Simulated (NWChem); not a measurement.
System: TlCl; SMILES [Cl][Tl]

NWChem input:

```
start job
memory heap 200 mb stack 700 mb global 900 mb
geometry units angstroms noautosym nocenter noautoz
  Tl     0.000000     0.000000    -0.422017
  Cl     0.000000     0.000000     2.114478
end
basis spherical
  * library def2-svpd
end
ecp
  Tl library def2-ecp
end
dft
  xc r2scan
  iterations 150
  vectors input atomic output neutral.movecs
end
task dft energy
charge 1
dft
  odft
  mult 2
  vectors input atomic output cation.movecs
end
task dft energy
charge -1
dft
  odft
  mult 2
  vectors input atomic output anion.movecs
end
task dft energy
```

NWChem printed, in part:

```
             Northwest Computational Chemistry Package (NWChem) 7.3.0
             --------------------------------------------------------

                             Geometry "geometry" -> ""
                             -------------------------

 Output coordinates in angstroms (scale by  1.889725989 to convert to a.u.)

  No.       Tag          Charge          X              Y              Z
 ---- ---------------- ---------- -------------- -------------- --------------
    1 Tl                  81.0000     0.00000000     0.00000000    -0.42201700
    2 Cl                  17.0000     0.00000000     0.00000000     2.11447800

 Effective nuclear repulsion energy (a.u.)     287.2771568139

                                 NWChem DFT Module
                                 -----------------

 Summary of "ao basis" -> "ao basis" (spherical)
 ------------------------------------------------------------------------------
       Tag                 Description            Shells   Functions and Types
 ---------------- ------------------------------  ------  ---------------------
 Tl                        def2-svpd                12       32   5s4p3d
 Cl                        def2-svpd                11       27   5s4p2d

            General Information
            -------------------
          SCF calculation type: DFT
          Wavefunction type:  closed shell.
          No. of atoms     :     2
          No. of electrons :    38
           Alpha electrons :    19
            Beta electrons :    19
          Charge           :     0
          Spin multiplicity:     1
          Use of symmetry is: off; symmetry adaption is: off
          Maximum number of iterations: 150
          AO basis - number of functions:    59
                     number of shells:    23
          Convergence on energy requested:  1.00D-06
          Convergence on density requested:  1.00D-05
          Convergence on gradient requested:  5.00D-04

              XC Information
              --------------
                      r^2SCAN Method XC Functional
               r^2SCAN metaGGA Exchange Functional  1.000
                     r^2SCAN Correlation Potential  1.000

             Grid Information
             ----------------
          Grid used for XC integration:  medium
          Radial quadrature: Mura-Knowles
          Angular quadrature: Lebedev.
          Tag              B.-S. Rad. Rad. Pts. Rad. Cut. Ang. Pts.
          ---              ---------- --------- --------- ---------
          Tl                  1.90      123          12.0       590
          Cl                  1.00       88          13.0       590
          Grid pruning is: on
          Number of quadrature shells:   211
          Spatial weights used:  Erf1

      Superposition of Atomic Density Guess
      -------------------------------------

 Sum of atomic energies:        -654.56667775

      Non-variational initial energy
      ------------------------------

 Total energy =    -630.776450
 1-e energy   =   -1084.750396
 2-e energy   =     379.494683
 HOMO         =      -0.330526
 LUMO         =       0.004845

   convergence    iter        energy       DeltaE   RMS-Dens  Diis-err
 ---------------- ----- ----------------- --------- --------- ---------
 d= 0,ls=0.0,diis     1   -632.6558241410 -7.07D+02  3.44D-02  2.87D-01
 d= 0,ls=0.0,diis     2   -632.2447172706  4.11D-01  2.20D-02  2.56D+00
 d= 0,ls=0.0,diis     3   -632.7077584366 -4.63D-01  1.97D-03  2.53D-03
 d= 0,ls=0.0,diis     4   -632.7080964093 -3.38D-04  4.59D-04  8.30D-04
 d= 0,ls=0.0,diis     5   -632.7082054585 -1.09D-04  1.14D-04  4.21D-05
  Resetting Diis
 d= 0,ls=0.0,diis     6   -632.7082130732 -7.61D-06  4.80D-05  2.53D-06
 d= 0,ls=0.0,diis     7   -632.7082134410 -3.68D-07  2.04D-05  2.19D-07
 d= 0,ls=0.0,diis     8   -632.7082133870  5.40D-08  1.28D-05  5.05D-07
 d= 0,ls=0.0,diis     9   -632.7082134757 -8.87D-08  2.16D-06  1.10D-08

         Total DFT energy =     -632.708213475692
      One electron energy =    -1086.326685708134
           Coulomb energy =      422.408645582858
    Exchange-Corr. energy =      -43.269436228084
 Nuclear repulsion energy =       74.479262877669

 Numeric. integr. density =       38.000000178516

                       DFT Final Molecular Orbital Analysis
                       ------------------------------------

 Vector   17  Occ=2.000000D+00  E=-2.530026D-01
              MO Center=  5.0D-08,  5.0D-08,  2.0D+00, r^2= 1.5D+00
   Bfn.  Coefficient  Atom+Function         Bfn.  Coefficient  Atom+Function
  ----- ------------  ---------------      ----- ------------  ---------------
    44      0.425935  2 Cl px                45      0.426259  2 Cl py
    41      0.321584  2 Cl px                42      0.321828  2 Cl py
    38      0.187925  2 Cl px                39      0.188068  2 Cl py
    47      0.082092  2 Cl px                48      0.082154  2 Cl py
    12      0.073712  1 Tl px                13      0.073768  1 Tl py

 Vector   18  Occ=2.000000D+00  E=-2.530026D-01
              MO Center=  9.2D-10, -1.2D-10,  2.0D+00, r^2= 1.5D+00
   Bfn.  Coefficient  Atom+Function         Bfn.  Coefficient  Atom+Function
  ----- ------------  ---------------      ----- ------------  ---------------
    44      0.426259  2 Cl px                45     -0.425935  2 Cl py
    41      0.321828  2 Cl px                42     -0.321584  2 Cl py
    38      0.188068  2 Cl px                39     -0.187925  2 Cl py
    47      0.082154  2 Cl px                48     -0.082092  2 Cl py
    12      0.073768  1 Tl px                13     -0.073712  1 Tl py

 Vector   19  Occ=2.000000D+00  E=-2.501236D-01
              MO Center= -4.5D-08, -4.5D-08,  1.1D+00, r^2= 3.9D+00
   Bfn.  Coefficient  Atom+Function         Bfn.  Coefficient  Atom+Function
  ----- ------------  ---------------      ----- ------------  ---------------
    46      0.527265  2 Cl pz                43      0.398490  2 Cl pz
     3      0.377154  1 Tl s                 14     -0.254172  1 Tl pz
     4      0.247027  1 Tl s                  1     -0.239778  1 Tl s
    40      0.232596  2 Cl pz                20      0.145314  1 Tl d  0
     8      0.086736  1 Tl pz                11      0.087000  1 Tl pz

 Vector   20  Occ=0.000000D+00  E=-8.170313D-02
              MO Center= -1.4D-09, -1.8D-09, -4.2D-01, r^2= 4.1D+00
   Bfn.  Coefficient  Atom+Function         Bfn.  Coefficient  Atom+Function
  ----- ------------  ---------------      ----- ------------  ---------------
    12      0.471171  1 Tl px                13      0.450807  1 Tl py
    15      0.378597  1 Tl px                16      0.362234  1 Tl py
     9     -0.133433  1 Tl px                 6     -0.130953  1 Tl px
    10     -0.127666  1 Tl py                 7     -0.125293  1 Tl py
    44     -0.120979  2 Cl px                45     -0.115750  2 Cl py

 Vector   21  Occ=0.000000D+00  E=-8.170313D-02
              MO Center=  4.4D-11, -5.2D-10, -4.2D-01, r^2= 4.1D+00
   Bfn.  Coefficient  Atom+Function         Bfn.  Coefficient  Atom+Function
  ----- ------------  ---------------      ----- ------------  ---------------
    13     -0.471171  1 Tl py                12      0.450807  1 Tl px
    16     -0.378597  1 Tl py                15      0.362234  1 Tl px
    10      0.133433  1 Tl py                 7      0.130953  1 Tl py
     9     -0.127666  1 Tl px                 6     -0.125293  1 Tl px
    45      0.120979  2 Cl py                44     -0.115750  2 Cl px

 Vector   22  Occ=0.000000D+00  E=-1.111527D-02
              MO Center= -5.1D-09, -4.4D-09, -5.5D-01, r^2= 6.0D+00
   Bfn.  Coefficient  Atom+Function         Bfn.  Coefficient  Atom+Function
  ----- ------------  ---------------      ----- ------------  ---------------
    17      0.758962  1 Tl pz                14      0.550978  1 Tl pz
    46      0.331224  2 Cl pz                 4      0.310598  1 Tl s
     3      0.271787  1 Tl s                 36     -0.260288  2 Cl s
    49      0.260115  2 Cl pz                43      0.186038  2 Cl pz
    35     -0.181827  2 Cl s                 11     -0.151392  1 Tl pz

     Multipole analysis of the density
     ---------------------------------

     L   x y z        total         alpha         beta         nuclear
     -   - - -        -----         -----         ----         -------
     0   0 0 0     -0.000000    -19.000000    -19.000000     38.000000

     1   1 0 0     -0.000000     -0.000000     -0.000000      0.000000
     1   0 1 0     -0.000000     -0.000000     -0.000000      0.000000
     1   0 0 1     -1.884143    -26.532522    -26.532522     51.180902

     2   2 0 0    -27.300157    -13.650078    -13.650078      0.000000
     2   1 1 0      0.000000      0.000000      0.000000      0.000000
     2   1 0 1     -0.000000     -0.000000     -0.000000      0.000000
     2   0 2 0    -27.300157    -13.650078    -13.650078      0.000000
     2   0 1 1     -0.000000     -0.000000     -0.000000      0.000000
     2   0 0 2    -35.503166   -160.143055   -160.143055    284.782944

                                 NWChem DFT Module
                                 -----------------

            General Information
            -------------------
          SCF calculation type: DFT
          Wavefunction type:  spin polarized.
          No. of atoms     :     2
          No. of electrons :    37
           Alpha electrons :    19
            Beta electrons :    18
          Charge           :     1
          Spin multiplicity:     2
          Use of symmetry is: off; symmetry adaption is: off
          Maximum number of iterations: 150
          AO basis - number of functions:    59
                     number of shells:    23
          Convergence on energy requested:  1.00D-06
          Convergence on density requested:  1.00D-05
          Convergence on gradient requested:  5.00D-04

              XC Information
              --------------
                      r^2SCAN Method XC Functional
               r^2SCAN metaGGA Exchange Functional  1.000
                     r^2SCAN Correlation Potential  1.000

             Grid Information
             ----------------
          Grid used for XC integration:  medium
          Radial quadrature: Mura-Knowles
          Angular quadrature: Lebedev.
          Tag              B.-S. Rad. Rad. Pts. Rad. Cut. Ang. Pts.
          ---              ---------- --------- --------- ---------
          Tl                  1.90      123          12.0       590
          Cl                  1.00       88          13.0       590
          Grid pruning is: on
          Number of quadrature shells:   211
          Spatial weights used:  Erf1

      Superposition of Atomic Density Guess
      -------------------------------------

 Sum of atomic energies:        -654.56667775

 Renormalizing density from      38.00 to     37

      Non-variational initial energy
      ------------------------------

 Total energy =    -621.940984
 1-e energy   =   -1056.204333
 2-e energy   =     359.784087
 HOMO         =      -0.664360
 LUMO         =      -0.239042

   convergence    iter        energy       DeltaE   RMS-Dens  Diis-err
 ---------------- ----- ----------------- --------- --------- ---------
 d= 0,ls=0.0,diis     1   -632.1557625069 -7.07D+02  3.13D-02  3.30D-01
                                                     3.32D-02  3.60D-01
 d= 0,ls=0.5,diis     2   -629.4270271389  2.73D+00  9.98D-03  3.19D+00
                                                     8.35D-03  2.74D+00
 d= 0,ls=0.5,diis     3   -630.9013006970 -1.47D+00  5.87D-03  1.97D+00
                                                     4.12D-03  1.37D+00
 d= 0,ls=0.5,diis     4   -631.5771302397 -6.76D-01  6.24D-03  1.10D+00
                                                     3.97D-03  6.68D-01
 d= 0,ls=0.5,diis     5   -632.0340171431 -4.57D-01  5.32D-03  3.84D-01
                                                     3.32D-03  2.08D-01
 d= 0,ls=0.5,diis     6   -632.2446412664 -2.11D-01  3.17D-03  8.32D-02
                                                     1.94D-03  4.03D-02
 d= 0,ls=0.5,diis     7   -632.3025232567 -5.79D-02  1.67D-03  1.96D-02
                                                     9.87D-04  8.79D-03
  Resetting Diis
 d= 0,ls=0.5,diis     8   -632.3179935641 -1.55D-02  1.01D-03  6.74D-03
                                                     6.03D-04  3.15D-03
 d= 0,ls=0.5,diis     9   -632.3235632747 -5.57D-03  9.50D-04  2.49D-03
                                                     7.59D-04  1.25D-03
 d= 0,ls=0.5,diis    10   -632.3261768190 -2.61D-03  4.55D-04  5.64D-04
                                                     3.61D-04  2.98D-04
 d= 0,ls=0.5,diis    11   -632.3267774773 -6.01D-04  2.48D-04  1.47D-04
                                                     2.05D-04  6.12D-05
 d= 0,ls=0.5,diis    12   -632.3269573241 -1.80D-04  1.36D-04  5.85D-05
                                                     1.01D-04  2.29D-05
 d= 0,ls=0.5,diis    13   -632.3270260175 -6.87D-05  7.82D-05  2.56D-05
                                                     5.39D-05  1.12D-05
 d= 0,ls=0.5,diis    14   -632.3270543824 -2.84D-05  4.77D-05  1.04D-05
                                                     3.16D-05  4.93D-06
 d= 0,ls=0.5,diis    15   -632.3270657628 -1.14D-05  2.98D-05  4.12D-06
                                                     1.97D-05  2.10D-06
 d= 0,ls=0.5,diis    16   -632.3270703229 -4.56D-06  1.83D-05  1.59D-06
                                                     1.24D-05  8.61D-07
 d= 0,ls=0.5,diis    17   -632.3270721152 -1.79D-06  1.14D-05  6.10D-07
                                                     7.84D-06  3.50D-07
 d= 0,ls=0.5,diis    18   -632.3270728212 -7.06D-07  6.99D-06  2.36D-07
                                                     4.98D-06  1.42D-07

         Total DFT energy =     -632.327073098881
      One electron energy =    -1076.045542754820
           Coulomb energy =      412.249137317873
    Exchange-Corr. energy =      -43.009930539603
 Nuclear repulsion energy =       74.479262877669

 Numeric. integr. density =       37.000000185495

                    DFT Final Alpha Molecular Orbital Analysis
                    ------------------------------------------

 Vector   17  Occ=1.000000D+00  E=-6.252366D-01
              MO Center=  1.6D-07,  1.9D-07,  2.1D+00, r^2= 1.1D+00
   Bfn.  Coefficient  Atom+Function         Bfn.  Coefficient  Atom+Function
  ----- ------------  ---------------      ----- ------------  ---------------
    45      0.472194  2 Cl py                42      0.403541  2 Cl py
    44      0.388134  2 Cl px                41      0.331703  2 Cl px
    39      0.226377  2 Cl py                38      0.186077  2 Cl px
    19     -0.078183  1 Tl d -1              21      0.064265  1 Tl d  1
    13      0.026658  1 Tl py

 Vector   18  Occ=1.000000D+00  E=-5.633237D-01
              MO Center= -1.2D-08, -1.4D-08,  2.0D+00, r^2= 1.2D+00
   Bfn.  Coefficient  Atom+Function         Bfn.  Coefficient  Atom+Function
  ----- ------------  ---------------      ----- ------------  ---------------
    44      0.473935  2 Cl px                41      0.390585  2 Cl px
    45     -0.389565  2 Cl py                42     -0.321053  2 Cl py
    38      0.220930  2 Cl px                39     -0.181600  2 Cl py
    21      0.069069  1 Tl d  1              19      0.056773  1 Tl d -1
    12      0.039936  1 Tl px                47      0.035021  2 Cl px

[...]
```

Level: r2SCAN/def2-SVPD with def2 effective core potentials on Tl, vertical spin-unrestricted ions. The geometry was optimised at PBE-D3(BJ)/def2-SVP. def2 effective core potentials on Tl; no spin-orbit coupling.
